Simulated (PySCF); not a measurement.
The numbers are results of PBE0-D4/def2-TZVP run with PySCF, not measurements. All species are isolated molecules in the gas phase. One relaxed conformer stands for a flexible species; it need not be the lowest. Delta-SCF ions had no search for a lower state. Excitations are Tamm–Dancoff values on a coarser integration grid. The basis has no diffuse functions, so Rydberg states are missing or too high.

Reference species (SMILES): `[H]/[O+]=C\O` (H–O–C–O torsion 0°) (charge +1, multiplicity 1).

The brightest of the four lowest singlets (TDA) is 9.59 eV and the vertical ionisation energy (Delta-SCF) comes out as 20.98 eV. The S1–T1 gap (TDA) is 1.56 eV.

Changed species: `O=C[OH2+]` (not the most basic site; O–C–O–H torsion 12°) (proton added at O3; the reference has proton added at O1).

Problem. What does the change do to the brightest of the four lowest singlets (TDA), vertical ionisation energy (Delta-SCF) and S1–T1 gap (TDA)?

Solution. the brightest of the four lowest singlets (TDA) goes up by 0.47 eV, to 10.06 eV; the vertical ionisation energy (Delta-SCF) decreases by 1.28 eV, to 19.70 eV; the S1–T1 gap (TDA) decreases by 0.81 eV, to 0.75 eV.
